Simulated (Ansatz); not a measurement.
Reaction (formal exchange of groups at a B–O bond): `BOC(C)[SiH3]` + `BC(C)C` → `BCC(B)C` + `CC(O)[SiH3]`

Calculated with Ansatz (gas phase, PBE0-D4/def2-TZVP geometries, no zero-point term in ΔE). CCSD(T)/CBS adds triple-zeta CCSD(T) − MP2 to the extrapolated MP2 energy (def2 sets, frozen cores). DFT in def2-TZVPP. B3LYP here is the variant with VWN-RPA as its local correlation; programs differ in this. One conformer a species, not always the lowest.

Question: Is it downhill or uphill in electronic energy at CCSD(T)/CBS, and by how much? (An estimate is asked.)

Answer: Computed: Uphill: ΔE = +1.35 eV.

Question: What do these levels give: r2SCAN-D4, PBE0-D4, B3LYP-D4, ωB97M-V, r2SCAN, B3LYP, HF/def2-TZVPP, CCSD(T)/def2-TZVPP, HF/def2-QZVPP, HF/CBS(def2), MP2/CBS(def2), CCSD/CBS(def2)? (An estimate is asked.)

Answer: Computed: r2SCAN-D4 1.27, PBE0-D4 1.20, B3LYP-D4 1.53, ωB97M-V 1.33, r2SCAN 1.27, B3LYP 1.57, HF/def2-TZVPP 1.98, CCSD(T)/def2-TZVPP 1.38, HF/def2-QZVPP 1.98, HF/CBS(def2) 1.98, MP2/CBS(def2) 1.23, CCSD/CBS(def2) 1.43 eV.

Largest T1 diagnostic among the species: 0.013.

The D4 term adds −0.04 eV with B3LYP and −0.02 eV with PBE0; it sums over pairs of atoms, weighted by their polarisabilities, and B3LYP, whose exchange is more repulsive, gets the larger term. In def2-TZVPP, CCSD(T) changes the Hartree–Fock value by −0.60 eV (the triples alone add −0.09 eV) and MP2 by −0.72 eV.
